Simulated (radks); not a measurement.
Species: neutral europium. Configuration: [Xe] 4f7 6s2 (the NIST ground configuration).

Method: scalar-relativistic Kohn-Sham, PBE, spin-polarised, spherical densities, finite nucleus; open shells are filled with parallel spins first (spin-orbit coupling, left out, can overturn this in heavy ions); Fermi nuclear charge, rms radius 5.1115 fm; hard spherical wall at 2.5 bohr; computed with a radial shooting solver on a logarithmic mesh with Libxc functionals.

Energy parts (eV):
| part | energy |
|---|---|
| total | -294829.94 |
| kinetic | 316930.19 |
| electron-nucleus | -722155.92 |
| Hartree | 117052.79 |
| exchange-correlation | -6657.01 |

Orbitals (lengths in bohr, moments of r in powers of bohr; <r^-3> diverges for s and p1/2):
orbital,occ.,eigenvalue (eV),<r^4>,<r^-3>,<r^2>,<r>
1s down,1,-48316.83,1.226e-06,-,0.0006793,0.02232
1s up,1,-48316.83,1.226e-06,-,0.0006793,0.02232
2s up,1,-7897.946,0.0001962,-,0.01068,0.09512
2s down,1,-7897.918,0.0001961,-,0.01068,0.09512
2p up,3,-7032.357,0.0001460,10780,0.008593,0.08390
2p down,3,-7032.342,0.0001460,10780,0.008592,0.08390
3s up,1,-1706.056,0.007664,-,0.07125,0.2497
3s down,1,-1703.893,0.007638,-,0.07113,0.2495
3p up,3,-1436.640,0.008031,2242,0.07141,0.2482
3p down,3,-1434.488,0.007997,2247,0.07127,0.2480
3d up,5,-1075.994,0.006457,303.4,0.06016,0.2262
3d down,5,-1074.344,0.006416,304.1,0.05999,0.2259
4s up,1,-309.1614,0.1934,-,0.3640,0.5678
4s down,1,-303.7588,0.1933,-,0.3638,0.5676
4p up,3,-220.8573,0.2568,492.1,0.4130,0.6023
4p down,3,-215.4573,0.2571,491.8,0.4130,0.6022
4d up,5,-98.0301,0.4296,54.75,0.5099,0.6619
4d down,5,-92.6599,0.4350,54.62,0.5117,0.6628
5s up,1,-13.9289,4.661,-,1.892,1.314
5s down,1,-10.7383,4.802,-,1.924,1.326
5p up,3,9.1926,5.861,83.07,2.153,1.406
5p down,3,11.9179,6.011,79.92,2.184,1.417
4f up,7,32.3643,1.873,6.673,0.9969,0.9016
4f down,0,37.1326,2.050,6.449,1.047,0.9233
5d up,0,44.0051,7.580,10.97,2.480,1.510
5d down,0,46.2145,7.720,10.69,2.507,1.520
6s up,1,91.7622,9.700,-,2.678,1.533
6s down,1,94.2142,9.664,-,2.668,1.529
6p up,0,115.9367,9.504,133.7,2.611,1.504
6p down,0,118.5070,9.456,133.8,2.599,1.500
7s up,0,258.1320,9.515,-,2.545,1.470
7s down,0,260.8933,9.491,-,2.540,1.468

The highest occupied level is 6s down at 94.214 eV. The configuration is held as typed, so some empty levels lie below it. The density falls to 0.001 e/bohr^3 at r = 2.45 bohr. The spin density at the nucleus is -4.36 e/bohr^3 (1s 0.03, 2s -0.72, 3s -13.33, 4s 0.41, 5s 10.49, 6s -1.26).
